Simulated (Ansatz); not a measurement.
Input for Ansatz (an electronic-structure program): R-PBE/def2-TZVPPD on C2H5FO2 (a complex). Files ending in .json are basis or fitting sets from the Basis Set Exchange.

Ansatz 0.2 input:
```yaml
crystal:
  periodic: [false, false, false]
  atoms:
    - {symbol: C, position_ang: [0.21351775, -0.16382201, 0.47183912]}
    - {symbol: F, position_ang: [0.64902935, -1.24725251, 1.26612368]}
    - {symbol: H, position_ang: [-0.54645090, -0.54101360, -0.21009106]}
    - {symbol: H, position_ang: [-0.19081087, 0.59437511, 1.13834234]}
    - {symbol: H, position_ang: [1.07625775, 0.20849371, -0.07768059]}
    - {symbol: O, position_ang: [-0.52003409, 0.95621562, 3.50572743]}
    - {symbol: C, position_ang: [-0.18363746, 0.12836794, 4.31077968]}
    - {symbol: O, position_ang: [0.38119624, -1.04484341, 4.03298623]}
    - {symbol: H, position_ang: [-0.30378515, 0.24161203, 5.39620587]}
    - {symbol: H, position_ang: [0.48230264, -1.13325849, 3.06153890]}
basis:
  gaussian:
    orbitals: def2-TZVPPD.json
hamiltonian:
  xc: {name: PBE}
scf: {lower_state_search: off}
```

Program output:

```
WARN ansatz: RAYON_NUM_THREADS=1 ignored (pool sized by the plan → 1); use --threads N
Functional definition: PBE
these checks for a lower state are left out or cut short: stability, starts, cluster_reference, orbital_swaps, neighbouring_geometries, increment
integrals: 0.19 GiB planned
1208 factors; their error is unknown
mean field: 1.47 GiB planned
mean field evaluation 1: about -8951.3280 eV, gradient 7.3e1 eV
mean field evaluation 2: about -8929.0802 eV, gradient 1.3e2 eV
mean field evaluation 4: about -8960.6775 eV, gradient 1.3e1 eV
mean field evaluation 8: about -8960.9482 eV, gradient 2.7e-1 eV
mean field evaluation 16: about -8960.9180 eV, gradient 7.4e-4 eV
mean field -8960.91796813 eV, -329.3076614005 hartree, gradient 9.9e-7 eV, S^2 0.000000; 0 other end points of the search recorded, 0 dependent functions left out
reference -8960.91802760 eV, -329.3076635859 hartree; 21, 21 occupied and 258, 258 virtual orbitals, 1208 factors
Total energy: -8960.91802760 eV, -329.3076635859 hartree
Checks for a lower state left out: stability, starts, cluster_reference, orbital_swaps, neighbouring_geometries, increment
```

Self-consistency was reached.

Cost: very roughly 4 core-seconds.
